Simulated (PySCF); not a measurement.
Gas-phase reaction: 3 InCl2 + CCl ⇌ 3 InCl + CCl4

Computed with PySCF and rigid-rotor harmonic-oscillator thermochemistry at 1 bar. † marks an energy on the PBE0/def2-TZVP geometry and frequencies. MP2 and CCSD(T) freeze the core. Open shells (unrestricted): InCl2 (multiplicity 2), CCl (multiplicity 2, electronic degeneracy 4); the rest are closed-shell singlets. Spin-orbit splitting is ignored; it lowers the true energy and changes the entropy of CCl. B3LYP is the form with VWN-RPA correlation. In: scalar-relativistic def2 core potential, no spin-orbit coupling. InCl2: computed as isolated molecules; such fragments, hydroxides, amides, oligomers or adducts are transient or little studied in the gas. MP2 isn't extrapolated to the basis-set limit; its ΔH°(298 K) is -317.5 kJ in def2-SVP and -407.7 kJ in def2-TZVPP. CCSD(T) isn't extrapolated to the basis-set limit; its ΔH°(298 K) is -315.3 kJ in def2-SVP and -339.9 kJ in def2-TZVPP. The harmonic model lacks anharmonicity and excited electronic states, which grow with temperature; levels with a mode under 35 cm⁻¹ are left out. Soft modes under 120 cm⁻¹ make the harmonic entropy rough for InCl2.

```
level               ΔE electronic, kJ  ΔH°(298 K), kJ  ΔS°(298 K), J/K  ΔG°(1400 K), kJ
------------------  -----------------  --------------  ---------------  ---------------
B3LYP/def2-TZVP†                 -344            -336             -112             -180
BLYP/def2-TZVP†                  -350            -342             -112             -186
CCSD(T)/def2-SVP†                -323            -315             -112             -160
M06-2X/def2-TZVP†                -303            -296             -112             -140
MP2/def2-SVP†                    -325            -318             -112             -162
PBE/def2-TZVP†                   -369            -361             -112             -206
LDA/def2-TZVP†                   -452            -444             -112             -288
ωB97X-V/def2-TZVP†               -345            -337             -112             -182
```
ΔH° is lowest at LDA/def2-TZVP† and highest at M06-2X/def2-TZVP†. No reference value is set beside these.
